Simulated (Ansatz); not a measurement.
Ga(F)(SiH3)2 (FGaH6Si2), SMILES [F][Ga]([SiH3])[SiH3].

Geometry optimised at PBE0-D3(BJ)/def2-SVP.

Two levels are set side by side: PBE/def2-SVPD (Ansatz, a first-principles code) and CAM-B3LYP/def2-SVPD (Ansatz). Energy differences of separate SCF runs at the same geometry; the states with an electron removed or added have multiplicity 2 and 2. Differences are taken from unrounded values.

```csv
quantity,CAM-B3LYP
vertical ionisation energy (eV),9.40
vertical electron affinity (eV),0.59
vertical singlet–triplet gap (eV),3.62
```

Q: What does PBE give, and how far is it from CAM-B3LYP? (An estimate is asked for; the answer gives what the named calculation found.)

A: 
| quantity | PBE | PBE minus CAM-B3LYP |
|---|---|---|
| vertical ionisation energy (eV) | 9.05 | -0.36 |
| vertical electron affinity (eV) | 0.64 | 0.05 |
| vertical singlet–triplet gap (eV) | 3.24 | -0.38 |
